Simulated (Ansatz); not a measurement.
Total energies of C2H6BNS.

Cartesian coordinates in Å:
```
N -0.2254 1.7121 0.9948
C -0.4364 0.5061 0.4791
B 0.6674 -0.4649 0.0342
C 0.0674 -1.6330 -0.8127
S -0.0298 -0.0794 -1.7479
H -0.9625 2.3884 1.0918
H 0.7181 2.0491 1.0907
H -1.4839 0.2240 0.4223
H 1.8223 -0.2961 0.3003
H 0.7690 -2.3369 -1.2492
H -0.9061 -2.0694 -0.6035
```

The species carries charge 0 and has multiplicity 1. All single points use the PBE0-D4/def2-TZVP geometry. It is one conformer, not always the lowest. Basis def2-TZVPP, Ansatz 0.2.0.

RPA on PBE orbitals: Hartree–Fock energy of these orbitals -555.88678 Eh, correlation -1.37254 Eh (frozen core).

| functional | energy without D4 (Eh) | D4 term (kJ/mol) |
| --- | --- | --- |
| LDA (SPW92) | -554.84859 | – |
| PBE | -557.30294 | -23.8 |
| revPBE | -557.56961 | -77.2 |
| BLYP | -557.60819 | -53.3 |
| B97M-V | -557.58894 | – |
| PBE0 | -557.35157 | -19.9 |
| B3LYP | -557.70806 | -38.4 |
| r2SCAN0 | -557.54059 | -6.7 |
| HSE06 (plane-wave form) | -557.33502 | -18.4 |
| BHLYP | -557.57781 | -28.2 |
| LC-ωPBE | -557.45571 | – |
| ωB97X-V | -557.57290 | – |
| ωB97M-V | -557.58476 | – |
| PBE-QIDH | -557.23818 | – |

Q: Give the same for r2SCAN, r2SCANh, CAM-B3LYP, B2PLYP. (Best estimate.)

A: The calculation gave: 
```tsv
functional	energy without D4 (Eh)	D4 term (kJ/mol)
r2SCAN	-557.56369	-5.7
r2SCANh	-557.55399	-6.1
CAM-B3LYP	-557.59931	-20.0
B2PLYP	-557.41072	–
```

B3LYP takes the VWN-RPA correlation (the form of Gaussian; ORCA's B3LYP/G). HSE06 is the plane-wave form, built on full-range PBE exchange. The double hybrids freeze the cores in their second-order part.

LC-ωPBE has ω = 0.4 bohr⁻¹.
